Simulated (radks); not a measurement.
Excited configurations of neutral ytterbium: one electron is placed in a higher orbital outside [Xe] 4f14 6s1. The ground configuration is [Xe] 4f14 6s2. Calculated with a radial shooting solver on a logarithmic mesh with Libxc functionals: Dirac Kohn-Sham, LDA (Slater exchange, Perdew-Wang correlation), spin-unpolarised, spherical densities, finite nucleus; open shells fill j = l - 1/2 first; Fermi nuclear charge, rms radius 5.3108 fm. Excitation = E - E(ground); binding = E(ion) - E, where the ion is the core of charge +1; n* = 1/sqrt(2 binding) in atomic units, and the quantum defect is n - n*.

| outer orbital | excitation (eV) | binding (eV) | n* | quantum defect | eigenvalue (eV) | <r> (bohr) |
|---|---|---|---|---|---|---|
| 5d3/2 | 3.168 | 3.590 | 1.947 | 3.053 | -0.850 | 3.941 |
| 5f5/2 | 5.833 | 0.925 | 3.835 | 1.165 | -0.433 | 17.00 |
| 6p1/2 | 2.810 | 3.948 | 1.856 | 4.144 | -1.971 | 5.179 |
| 6d3/2 | 5.275 | 1.483 | 3.029 | 2.971 | -0.722 | 11.55 |
| 6f5/2 | 6.112 | 0.646 | 4.588 | 1.412 | -0.371 | 28.65 |
| 7s1/2 | 4.482 | 2.276 | 2.445 | 4.555 | -1.342 | 9.563 |
| 7p1/2 | 5.084 | 1.674 | 2.851 | 4.149 | -0.967 | 12.22 |
| 7d3/2 | 5.837 | 0.921 | 3.843 | 3.157 | -0.536 | 21.37 |
| 7f5/2 | 6.288 | 0.470 | 5.381 | 1.619 | -0.293 | 42.92 |

The Delta-SCF ionisation energy is 6.758 eV (NIST Atomic Spectra Database: 6.254 eV, measured). Self-interaction in the functional shifts the binding energies and quantum defects, so they are the method's values and not measured ones. Spin polarisation and multiplet splitting are left out, so open shells lie too high by an amount that depends on their filling.

Beside tabulated values, note that spin-unpolarised runs miss the spin-polarisation part of the exchange energy of open shells.
